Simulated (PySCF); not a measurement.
Compound: C7H6F4.
Z-matrix (Å and degrees, GFN2-xTB geometry), rows numbered from 1:
```
F 
C   1  1.3798
C   2  1.5090  1  110.80
C   3  1.3292  2  111.12  1  -123.76
C   4  1.4932  3  126.54  2  -178.84
F   5  1.3441  4  112.15  3  -114.91
F   5  1.3390  4  112.96  3     5.72
F   5  1.3455  4  111.79  3   126.06
C   4  1.4843  3  112.37  2     2.55
C   9  1.5055  4  113.62  3    62.17
C  10  1.4983  9   60.29  4   -94.03
H   2  1.0980  1  105.53  3   121.06
H   3  1.0747  2  121.77  1    54.81
H   9  1.0781  4  119.38  3  -145.42
H  10  1.0787  9  117.50 11  -107.74
H  10  1.0792  9  118.36 11   108.09
H  11  1.0780  2  118.07  1   -94.31
```

Level of theory: PBE0/pcSseg-1 in PySCF (dipole) on a GFN2-xTB geometry, gas phase.

Take the most abundant isotopes and a rigid rotor. 

Give the principal moments of inertia and the rotational constants in MHz.

Ia = 233.05, Ib = 686.62, Ic = 776.70 u·Å²; 505379 MHz·u·Å²/I gives A = 2169, B = 736.0, C = 650.7 MHz.

Classify the top.

An asymmetric top: κ = (2 × 736.0 − 2169 − 650.7)/(2169 − 650.7) = -0.89.

What does the inertial defect say?

Not planar: Δ = Ic − Ia − Ib = -142.98 u·Å². For a rigid frame Δ = −2 Σ m c², so Σ m c² = 71.49 u·Å² lies off the ab plane: 7.83 from hydrogen and 63.65 from heavier atoms. The atom farthest from that plane is 1.61 Å away.

Give the coordinates in the principal-axis frame, origin at the centre of mass.

The sense of each axis is arbitrary; atoms in the order of the calculation.
| atom | mass (u) | a (Å) | b (Å) | c (Å) |
| --- | --- | --- | --- | --- |
| F1 | 18.998 | -2.934 | 1.024 | -0.481 |
| C2 | 12.000 | -2.073 | 0.604 | 0.511 |
| C3 | 12.000 | -0.665 | 1.070 | 0.233 |
| C4 | 12.000 | 0.180 | 0.045 | 0.197 |
| C5 | 12.000 | 1.655 | 0.116 | -0.029 |
| F6 | 18.998 | 2.021 | -0.478 | -1.177 |
| F7 | 18.998 | 2.115 | 1.373 | -0.082 |
| F8 | 18.998 | 2.340 | -0.504 | 0.949 |
| C9 | 12.000 | -0.504 | -1.259 | 0.379 |
| C10 | 12.000 | -1.504 | -1.572 | -0.703 |
| C11 | 12.000 | -1.961 | -0.912 | 0.563 |
| H12 | 1.008 | -2.466 | 1.033 | 1.443 |
| H13 | 1.008 | -0.435 | 2.106 | 0.067 |
| H14 | 1.008 | -0.001 | -2.051 | 0.909 |
| H15 | 1.008 | -1.770 | -2.606 | -0.851 |
| H16 | 1.008 | -1.483 | -0.982 | -1.606 |
| H17 | 1.008 | -2.601 | -1.445 | 1.247 |

Which types of transition are allowed, and where do some lines up to J = 2 fall?

The dipole components are |μa| = 1.49 D, |μb| = 1.02 D, |μc| = 1.39 D. Intensities carry the squares of the components, which stand as 1.00 : 0.47 : 0.87 (a : b : c). Some lines, for components of 0.1 D or more:

```csv
type,branch,"J(Ka,Kc)",MHz,lower level (cm⁻¹)
b,R,"2(0,2) ← 1(1,1)",1337,0.094
c,Q,"2(1,2) ← 2(0,2)",1351,0.139
a,R,"1(0,1) ← 0(0,0)",1387,0.000
b,Q,"1(1,0) ← 1(0,1)",1518,0.046
b,Q,"2(1,1) ← 2(0,2)",1607,0.139
a,R,"2(1,2) ← 1(1,1)",2688,0.094
a,R,"2(0,2) ← 1(0,1)",2770,0.046
a,R,"2(1,1) ← 1(1,0)",2859,0.097
c,R,"1(1,0) ← 0(0,0)",2905,0.000
b,R,"2(1,2) ← 1(0,1)",4121,0.046
c,Q,"2(2,1) ← 2(1,1)",4297,0.192
b,Q,"2(2,0) ← 2(1,1)",4301,0.192
c,R,"2(1,1) ← 1(0,1)",4377,0.046
b,Q,"2(2,1) ← 2(1,2)",4554,0.184
b,R,"2(2,1) ← 1(1,0)",7156,0.097
c,R,"2(2,1) ← 1(1,1)",7242,0.094
b,R,"2(2,0) ← 1(1,1)",7245,0.094
```

Estimate the classical rotational partition function at 100 K, 200 K and 500 K.

Point group C1, symmetry number σ = 1; q = (√π/σ)·√((kT/h)³/(ABC)), k/h = 20836.6 MHz/K: 165000 at 100 K, 468000 at 200 K, 1850000 at 500 K.

Not checked by GFN2-xTB frequencies. Constants of a rigid frame at the computed geometry: no zero-point averaging, no centrifugal distortion.
